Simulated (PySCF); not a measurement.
## Spin states of SeS

Unrestricted PBE0; PySCF, no relativity, basis sets Se def2-TZVPP, S def2-TZVPP. Outer shells of the fragments: Se 3d10 4s2 4p4; S 3s2 3p4.

Followed along the bond (rough minima from three points):

```json
{"2Ms+1": "3", "unpaired": "π ↑↑", "⟨S²⟩ at the start": "2.01", "R at minimum (Å)": "2.03", "Te (eV)": "0.00"}
{"2Ms+1": "1", "unpaired": "π ↑↓", "⟨S²⟩ at the start": "1.01", "R at minimum (Å)": "2.03", "Te (eV)": "0.23"}
{"2Ms+1": "1", "unpaired": "none", "⟨S²⟩ at the start": "0.00", "R at minimum (Å)": "2.03", "Te (eV)": "1.01"}
{"2Ms+1": "5", "unpaired": "σ ↑, π ↑↑↑", "⟨S²⟩ at the start": "6.01", "R at minimum (Å)": "none in the scan", "Te (eV)": "≤ 4.16"}
```

Solutions found at the starting distance of 2.100 Å, counted from the lowest of them; the search is not exhaustive and high or unbound solutions are not listed, so other states can lie among these:

```json
{"2Ms+1": "3", "unpaired": "π ↑↑", "term": "³Σ⁻", "E (eV)": "0.00", "⟨S²⟩": "2.01", "⟨Lz²⟩": "0.00", "μ (D)": "-0.62"}
{"2Ms+1": "1", "unpaired": "π ↑↓", "term": "mixed", "E (eV)": "0.23", "⟨S²⟩": "1.01", "⟨Lz²⟩": "2.02", "μ (D)": "-0.60"}
{"2Ms+1": "1", "unpaired": "none", "term": "mixed", "E (eV)": "1.01", "⟨S²⟩": "0.00", "⟨Lz²⟩": "2.01", "μ (D)": "-0.59"}
{"2Ms+1": "3", "unpaired": "π ↑↑", "term": "mixed", "E (eV)": "2.56", "⟨S²⟩": "2.01", "⟨Lz²⟩": "2.02", "μ (D)": "-0.24"}
{"2Ms+1": "3", "unpaired": "σ ↑, π ↑", "term": "³Π", "E (eV)": "4.06", "⟨S²⟩": "2.05", "⟨Lz²⟩": "1.02", "μ (D)": "-0.28"}
{"2Ms+1": "3", "unpaired": "σ ↑, π ↑", "term": "³Π", "E (eV)": "4.11", "⟨S²⟩": "2.01", "⟨Lz²⟩": "1.01", "μ (D)": "-0.38"}
{"2Ms+1": "1", "unpaired": "σ ↓, π ↑", "term": "mixed", "E (eV)": "4.30", "⟨S²⟩": "1.04", "⟨Lz²⟩": "1.02", "μ (D)": "-0.26"}
{"2Ms+1": "1", "unpaired": "σ ↓, π ↑", "term": "mixed", "E (eV)": "4.40", "⟨S²⟩": "1.01", "⟨Lz²⟩": "1.01", "μ (D)": "-0.42"}
{"2Ms+1": "5", "unpaired": "σ ↑, π ↑↑↑", "term": "⁵Π", "E (eV)": "5.11", "⟨S²⟩": "6.01", "⟨Lz²⟩": "1.01", "μ (D)": "-0.07"}
{"2Ms+1": "3", "unpaired": "σ ↑, π ↑↑↓", "term": "mixed", "E (eV)": "5.72", "⟨S²⟩": "3.02", "⟨Lz²⟩": "3.04", "μ (D)": "-0.03"}
{"2Ms+1": "5", "unpaired": "σ ↑↑, π ↑↑", "term": "⁵Σ⁻", "E (eV)": "6.22", "⟨S²⟩": "6.01", "⟨Lz²⟩": "0.00", "μ (D)": "-0.15"}
{"2Ms+1": "1", "unpaired": "σ ↓↓, π ↑↑", "term": "mixed", "E (eV)": "7.29", "⟨S²⟩": "2.02", "⟨Lz²⟩": "0.00", "μ (D)": "-0.15"}
{"2Ms+1": "5", "unpaired": "σ ↑↑, π ↑↑", "term": "mixed", "E (eV)": "8.75", "⟨S²⟩": "6.01", "⟨Lz²⟩": "2.02", "μ (D)": "0.40"}
```

A term symbol is given only where ⟨S²⟩ and ⟨Lz²⟩ are close to those of a pure state; real π, δ and φ orbitals otherwise mix terms. A positive dipole means Se(−)S(+).

Spin–orbit coupling is left out. Counting both spins, an empty level lies below a filled one in some of these solutions, because spin and occupation are held.
